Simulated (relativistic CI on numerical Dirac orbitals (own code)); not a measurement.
**One change at a time: Os⁴⁺**

Base calculation: Dirac-Coulomb-Breit CI, KLI orbitals optimised for each configuration, model QED (radiative potential, 1s self-energy scaled to tabulated hydrogen-like ionisation energies), valence Slater integrals scaled by 0.85, P86 correlation energy added to each configuration.

Configuration list (outside the closed core [Kr] 4d10 4f14 5s2): 5p6.5d4, 5p6.5d3.6s, 5p6.5d3.6p, 5p6.5d3.5f, 5p6.5d3.5g, 5p6.5d2.6s.6p, 5p6.5d3.7s, 5p6.5d3.6d, 5p5.5d5, 5p6.5d3.7p, 5p6.5d3.7d, 5p6.5d3.6f, 5p6.5d2.6s2, 5p6.5d.6s2.6p, 5p6.5d.5f.6s2, 5p6.5d.5g.6s2, 5p6.5d.6s2.7s, 5p6.5d.6s2.6d, 5p6.5d2.6p2, 5p6.5d.6s.6p2, 5p6.5d.6p3, 5p6.5d.5f.6p2, 5p6.5d.5g.6p2, 5p6.5d.6p2.7s, 5p6.5d.6p2.6d. Double excitations out of closed p, d and f shells are left out; levels of such configurations are missing from the list, as are those of other unlisted configurations, and high levels can miss mixing partners.

The lowest level and the first level of each name with at least 55 % of one term (blank where a level has no safe partner in the second run):

```
          Level  Base (cm⁻¹)  Shift (cm⁻¹)
   5p6.5d4 5D_0          0.0           0.0
   5p6.5d4 5D_1       3711.8          +0.4
   5p6.5d4 5D_2       7151.6          +0.8
   5p6.5d4 5D_3       9958.4          +0.8
   5p6.5d4 5D_4      12000.5          +0.6
   5p6.5d4 3H_4      19636.8          -0.1
   5p6.5d4 3G_3      23320.4          -0.6
   5p6.5d4 3P_1      23699.2          -2.5
   5p6.5d4 3F_2      23831.7          -1.9
   5p6.5d4 3H_5      24372.6          -0.2
   5p6.5d4 3H_6      26570.5          -0.3
   5p6.5d4 3P_2      29567.2          -2.6
   5p6.5d4 3F_3      31592.1          -1.8
   5p6.5d4 3D_3      33739.5          -0.7
   5p6.5d4 3G_5      35529.1          -0.5
   5p6.5d4 3D_1      37635.5          -1.4
   5p6.5d4 1I_6      37698.3          -0.6
   5p6.5d4 1S_0      43193.8          -2.0
   5p6.5d4 1F_3      45781.0          -2.4
5p6.5d3.6s 5F_1      75853.0        -235.9
5p6.5d3.6s 5F_2      78322.1        -235.2
5p6.5d3.6s 5F_3      82337.7        -236.2
```

At this charge configurations can still be misplaced by up to about 7 % of their energy. Levels and lines within the n = 5 or 6 shells can be off by up to 10 % or somewhat more, and those that change n by about 2 %, since core polarisation is missing. 30 of the 56 excited levels that our extract of the measured tables holds in this range could be paired (the sources list more); they are missed by 2507 cm⁻¹ on average and 4758 at most, and levels without a partner can miss by more. Some levels of the ground configuration have no partner and can miss by 10 % or more.

One thing was changed in a second run, which moved the levels as shown. Which?
A. Breit term removed
B. self-excluded LDA correlation estimate
C. configuration mixing switched off
D. no correlation estimate
E. QED terms removed

B. Self-excluded LDA correlation estimate. A correlation estimate moves all levels of a configuration together before mixing; mixed levels move by a weighted share.

LS names give the leading component of a level, which can be under half, so a name can repeat, a term be missing and a line seem to break the LS rules.
